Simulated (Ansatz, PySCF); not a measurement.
C₂H₉GaN, charge +1, singlet, geometry from GFN2-xTB (such geometries of metal compounds can be far from the true shape). Base run: PySCF with CASSCF(6,6)/STO-3G.

Here is a job for PySCF.
```python
from pyscf import gto, scf, mcscf
import numpy

mol = gto.Mole()
mol.atom = '''
    Ga    0.010034    0.270972    0.073893
    C     1.554526    0.922601   -1.082311
    H     2.476178    0.423557   -0.771769
    H     1.679289    2.002743   -0.975845
    H     1.346407    0.684819   -2.128965
    C    -1.514367    0.351749    1.421835
    H    -2.428701   -0.024527    0.955228
    H    -1.675138    1.380744    1.751911
    H    -1.266748   -0.267147    2.288162
    N    -0.063564   -1.912210   -0.513597
    H    -0.731688   -2.084318   -1.267713
    H    -0.345335   -2.516535    0.261079
    H     0.838680   -2.260093   -0.844746
'''
mol.basis = 'sto-3g'
mol.charge = 1
mol.spin = 0
mol.verbose = 3
mol.build()

mf = scf.RHF(mol)
mf.kernel()
mc = mcscf.CASSCF(mf, 6, 6)
mc.fix_spin_(ss=0.0)
mc.kernel()
occ = numpy.linalg.eigvalsh(mc.fcisolver.make_rdm1(mc.ci, mc.ncas, mc.nelecas))[::-1]
ss = mc.fcisolver.spin_square(mc.ci, mc.ncas, mc.nelecas)[0]
print('natural occupations', occ.round(4), ' <S^2>', round(ss, 4))
```

Programs used: Ansatz (an electronic-structure program), PySCF; a row that names a program was run with it.

The base run was repeated with changes; each row names its change, and settings that it needs were set with it.

```tsv
change	ΔE vs base (mEh)	natural occupations	<S^2> of the state	outcome
base	0.000	1.97 1.96 1.00 1.00 0.06 0.02	0.00	converged
code = ansatz	-2.257	-	-	converged
orbitals = fixed (CASCI); correction = SC-NEVPT2	-154.9	2.00 1.99 1.01 0.99 0.01 0.00	0.00	converged
orbitals = fixed (CASCI)	58.299	2.00 1.99 1.01 0.99 0.01 0.00	0.00	converged
code = ansatz; correction = SC-NEVPT2, all electrons	-132.1	-	-	converged
active space = 8 electrons, 8 orbitals	-	-	-	not converged
active space = 6 electrons, 7 orbitals	-	-	-	not converged
active space = 8 electrons, 6 orbitals	-	-	-	not converged
state_average = 2 states	-	-	-	not converged
correction = SC-NEVPT2	-175.7	1.97 1.96 1.00 1.00 0.06 0.02	0.00	converged
conv_tol = 1e-5	8.079	1.98 1.96 1.00 1.00 0.04 0.02	0.00	converged
```

Active orbitals are taken around the Fermi level unless the row says otherwise; CASSCF can end in different local minima, and two programs can end on different orbitals. State-averaged rows give the lowest state.
